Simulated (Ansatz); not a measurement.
Task: Name a neutral molecule of B, N, O, Si and H with size of the dipole moment (ωB97M-V/def2-TZVPP) between 2.20 and 2.50 D and LUMO energy (PBE/def2-TZVPP) between -1.40 and -1.10 eV (Ansatz, PBE0-D4/def2-TZVP geometry).

Result: `OB1N[SiH2]1` (2.39 D, -1.11 eV). Other molecules can fit too; these were computed, each in one conformer that needn't be the lowest.
